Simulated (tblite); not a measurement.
Compound: C₂H₅GeO₂S (charge -1).
Numbering: `[CH3:1][S:2][GeH2:3][C:4](=[O:5])[O-:6]` (hydrogens: H7, H8, H9 on C1; H10, H11 on Ge3)
Bond orders are those of one Lewis drawing.

Computed with GFN2-xTB (tblite), gas phase: L-BFGS steps from a force-field or distance-geometry start until the largest atomic force falls under 0.01 eV/Å.

Step 11: E = -555.6816 eV
```
atom  x, y, z in Å  |  force x, y, z in eV/Å
C1     -1.8414    0.1584   -0.3212    0.102  -0.216   0.056
S2     -1.1173   -1.5084   -0.1282   -0.062   0.051  -0.065
Ge3     0.8661   -0.6930    0.7152    0.218   0.209   0.008
C4      1.9980    0.8373   -0.7490    0.001   0.166  -0.057
O5      2.6476    0.2131   -1.5180   -0.056  -0.172   0.116
O6      1.6672    1.9273   -0.4165   -0.050   0.016   0.065
H7     -1.1938    0.8030   -0.9050    0.115  -0.005  -0.086
H8     -2.8013    0.0605   -0.8130   -0.102  -0.048  -0.011
H9     -1.9580    0.5697    0.6725   -0.120   0.166   0.123
H10     0.2586   -0.2687    2.2172    0.095  -0.116  -0.184
H11     1.4796   -2.0967    1.2202   -0.140  -0.050   0.035
```

Step 12: E = -555.6914 eV
```
atom  x, y, z in Å  |  force x, y, z in eV/Å
C1     -1.8409    0.1545   -0.3164    0.043  -0.105   0.027
S2     -1.1193   -1.5065   -0.1211   -0.022  -0.017  -0.029
Ge3     0.8712   -0.6948    0.7256    0.200   0.233  -0.089
C4      2.0127    0.8592   -0.7660   -0.085   0.048   0.050
O5      2.6531    0.2148   -1.5228   -0.062  -0.030   0.116
O6      1.6692    1.9395   -0.4216    0.033  -0.043  -0.030
H7     -1.1903    0.7915   -0.9075    0.089   0.012  -0.040
H8     -2.8005    0.0590   -0.8121   -0.081  -0.057  -0.002
H9     -1.9664    0.5780    0.6737   -0.071   0.127   0.061
H10     0.2575   -0.2886    2.2136    0.072  -0.093  -0.111
H11     1.4593   -2.1041    1.2287   -0.115  -0.074   0.046
```

Problem. Estimate the geometry and energy of step 13. (The exact step hangs on the optimiser's Hessian estimate; all steps are aligned on step 12, rigid shifts and turns removed.)

Solution. E = -555.6963 eV, largest force 0.239 eV/Å
```
atom  x, y, z in Å  |  force x, y, z in eV/Å
C1     -1.8401    0.1513   -0.3137   -0.018   0.015   0.005
S2     -1.1206   -1.5059   -0.1187    0.037  -0.038   0.006
Ge3     0.8777   -0.6910    0.7288    0.139   0.159  -0.111
C4      2.0183    0.8706   -0.7737   -0.070  -0.114   0.062
O5      2.6541    0.2137   -1.5223   -0.065   0.054   0.104
O6      1.6699    1.9448   -0.4235    0.039   0.040  -0.050
H7     -1.1872    0.7860   -0.9091    0.039  -0.011   0.008
H8     -2.8012    0.0571   -0.8114   -0.028  -0.053   0.018
H9     -1.9717    0.5842    0.6749   -0.033   0.075  -0.013
H10     0.2586   -0.2994    2.2094    0.057  -0.068  -0.067
H11     1.4477   -2.1089    1.2333   -0.098  -0.058   0.038
```

The energy changes by -0.0048 eV. The first-order estimate −F·Δx gives -0.0070 eV and the mean of the old and new forces, exact on a quadratic surface, -0.0049 eV. The step makes an angle of 59° with the force vector and moves no atom by more than 0.015 Å.

The cost below is that of the whole relaxation. Time: 0.64 s wall. Hardware: one thread of an Arm Neoverse V1, shared host.
